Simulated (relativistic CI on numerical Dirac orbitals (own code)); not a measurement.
# d1 to d9 in one octahedral field

Computed with a parametric ligand-field model without spin-orbit coupling, by exact diagonalisation: B = 660, C = 2800, 10Dq = 9100 cm⁻¹ (Oh; |10Dq|/B = 13.8) for every shell. Energies in cm⁻¹; the field energy is (0.6 n_e − 0.4 n_t2) × 10Dq of the ground term; g labels are left out.

| Shell | Ground term | Electrons in e | Field energy | First spin-allowed bands | Lowest term of other spin |
| --- | --- | --- | --- | --- | --- |
| d1 | 2T2 | 0.000 | -3640 | 2E 9100 |  |
| d2 | 3T1 | 0.058 | -6756 | 3T2 8099, 3T1 16998 | 1T2 9959 |
| d3 | 4A2 | 0.000 | -10920 | 4T2 9100, 4T1 14336 | 2E 12965 |
| d4 | 5E | 1.000 | -5460 | 5T2 9100 | 3T1 7291 |
| d5 | ? | ? | ? | ? | ? |
| d6 | 5T2 | 2.000 | -3640 | 5E 9100 | 1A1 5235 |
| d7 | 4T1 | 2.058 | -6756 | 4T2 8099, 4T1 16998 | 2E 4198 |
| d8 | 3A2 | 2.000 | -10920 | 3T2 9100, 3T1 14336 | 1E 10607 |
| d9 | 2E | 3.000 | -5460 | 2T2 9100 |  |

Task: Fill in the row of d5.

Result: Ground term: 6A1; Electrons in e: 2.000; Field energy: 0; First spin-allowed bands: none; Lowest term of other spin: 4T1 13572. Every shell keeps the spin of the free ion. Only d4 to d7 can choose; the field needed to pair spins is smallest for d6 and largest for d5, which loses most exchange energy. In the strong-field picture 10Dq must exceed about 6B + 5C = 17960 (d4), 7.5B + 5C = 18950 (d5), 2.5B + 4C = 12850 (d6) and 4B + 4C = 13840 (d7); mixing of terms shifts these bounds somewhat. High-spin d^(n+5) repeats the spin-allowed bands of d^n, since the half-filled shell is spherical.
